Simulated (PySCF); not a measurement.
SMILES [F][Ge]([F])([F])[I] (F3GeI) at its PBE0/def2-SVP optimised geometry (Å):

```
5

F     -1.0999    -1.4673    -1.5075
Ge    -0.6129    -0.8203     0.0000
F      1.0981    -0.8203     0.0000
F     -1.0981     0.8203     0.0000
I     -1.5352    -2.0703     1.8916
```

Computed with PBE0/def2-TZVP, def2 effective core potentials past Kr (PySCF). The core electrons that the potentials of I replace are not part of the density. Cells within 0.4 Å of a nucleus heavier than hydrogen are left out (blank, or x).

Map of the electron localisation function on the plane z = 0.0 Å:

```
|0000000000000000000000000000000|
|0000000000000000000000000000000|
|0000000000000000000000000000000|
|0000000000000000000000000000000|
|0000000000000000000000000000000|
|0000000000000000000000000000000|
|0000000012222110000000000000000|
|0000001234555421000000000000000|
|0000012467887642100000000000000|
|0000124689999864100000000000000|
|0000136899xx9974100000000000000|
|000024799xxx9974100000000000000|
|000014689xxx9973000011100000000|
|0000135899xx9852000133210000000|
|0000013688988631013565431000000|
|0000001356531111146888753100000|
|0000000122112211368999864100000|
|000000011126xx51389xx9985200000|
|00000001114xxxx2288xxx985210000|
|00000012214xxxx2288xxx985210000|
|000000122126xx51389xx9985200000|
|0000001232123321368999864100000|
|0000011223211111246888753100000|
|0011111122332211124566531000000|
|0011111112222210001233210000000|
|0011111111111100000011100000000|
|0011221111111000000000000000000|
|0011222211110000000000000000000|
|0011222221110000000000000000000|
|0001122221110000000000000000000|
|0000111111110000000000000000000|
```
Scale: ten equal steps from 0.000 (start of '0') to 0.874 (end of '9'), in the order '0123456789'; x runs from -3.50 to 3.50, y from -3.50 (bottom) to 3.50 (top).
